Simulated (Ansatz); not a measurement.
```yaml
crystal:
  periodic: [false, false, false]
  atoms:
    - {symbol: C, position_ang: [0.538183, -0.930422, -2.937660]}
    - {symbol: C, position_ang: [0.409583, -0.741314, -1.743765]}
    - {symbol: Zr, position_ang: [0.152009, -0.344571, 0.404400]}
    - {symbol: O, position_ang: [-0.986537, -1.683419, 1.129060]}
    - {symbol: O, position_ang: [1.869273, -0.317622, 1.219391]}
    - {symbol: C, position_ang: [-0.795321, 1.615754, 0.717502]}
    - {symbol: C, position_ang: [-1.320239, 2.703261, 0.857047]}
    - {symbol: H, position_ang: [0.649272, -1.092699, -3.986446]}
    - {symbol: H, position_ang: [-1.384086, -2.397827, 1.618958]}
    - {symbol: H, position_ang: [2.648954, -0.469501, 1.746129]}
    - {symbol: H, position_ang: [-1.781081, 3.658380, 0.975365]}
basis:
  gaussian: {orbitals: def2-TZVPD}
magnetization: {spin_polarized: true, initial_magnetization: 1}
hamiltonian: {xc: {name: PBE-QIDH}}
```

```sh
$ ansatz run in.yaml --threads 2 --pin off --events-out ev --progress --plain --max-ram 22528MiB --backend cuda --devices 0, --max-vram 18GiB
```

It prints (some lines left out):

```
Error: a molecule whose nuclei and cores have a total charge of 56 cannot have a net charge of 0 together with 1 unpaired electrons
```

Task: What is wrong with this run?

Result: The number of unpaired electrons doesn't fit the electron count. The program refused the input.
